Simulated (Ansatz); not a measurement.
Species: C3H6O, charge 0, multiplicity 1. 
Geometry from a B3LYP-D3(BJ)/def2-TZVP (Ansatz, a quantum-chemistry and plane-wave program) optimisation:
```xyz
10

C      1.6892    -0.3896    -0.5271
C      0.7546     0.1540     0.2425
C     -0.6261     0.4924    -0.2244
O     -1.6295    -0.1713     0.5449
H      1.5002    -0.6114    -1.5719
H      2.6760    -0.6245    -0.1493
H      0.9599     0.3622     1.2888
H     -0.7297     0.2642    -1.2921
H     -0.8254     1.5579    -0.0904
H     -1.4513    -1.1180     0.5094
```

Basis-set convergence of Hartree-Fock and MP2 correlation energies (hartree) with Ansatz. Valence correlation only, unless marked. Spin-orbit coupling is left out. Non-relativistic.

| basis | functions | E(HF) | E(corr, MP2) |
|---|---|---|---|
| aug-cc-pVDZ | 146 | -191.95360 | -0.62702 |
| aug-cc-pVTZ | 322 | ? | ? |

**Question.** Complete the blanks.

**Answer.** 
- aug-cc-pVTZ, E(HF): -192.00083
- aug-cc-pVTZ, E(corr, MP2): -0.75471
